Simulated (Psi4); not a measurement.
H2Zn, singlet, geometry from GFN2-xTB (such geometries of metal compounds can be far from the true shape). Base run: B3LYP/cc-pVTZ (Psi4 1.11).

Psi4 was given this input:
```
memory 2 GB

molecule mol {
0 1
  Zn    0.000000    0.000000    0.000000
  H    -0.000000   -0.000000   -1.499257
  H     0.000000    0.000000    1.499257
}

set basis cc-pvtz
set reference rks

energy('b3lyp')
print_variables()
```

The base run was repeated with changes; each row names its change, and settings that it needs were set with it.

| change | ΔE vs base (µEh) | SCF cycles | grid points | basis functions |
|---|---|---|---|---|
| base | 0.0 | 9 | 65882 | 96 |
| guess = huckel | 0.0 | 9 | 65882 | 96 |
| soscf = true | 0.0 | 8 | 65882 | 96 |
| dft_radial_points = 150 | 16.2 | 9 | 130376 | 96 |
| e_convergence = 1e-8 | 0.0 | 9 | 65882 | 96 |
| d_convergence = 1e-4 | 0.0 | 8 | 65882 | 96 |
| dft_radial_points = 50 | (withheld) | 9 | 44326 | 96 |
| dft_radial_scheme = mura | 8.9 | 9 | 66264 | 96 |
| dft_pruning_scheme = robust | -2.5 | 9 | 45380 | 96 |
| scf_type = cd | -630 | 9 | 65882 | 96 |
| dft_pruning_scheme = treutler | -174 | 9 | 36668 | 96 |
| guess = core | 0.0 | 11 | 65882 | 96 |
| scf_type = mem_df | 0.0 | 9 | 65882 | 96 |

Question: Fill in the missing entries.

Answer: 
- dft_radial_points = 50, ΔE vs base (µEh): 1117
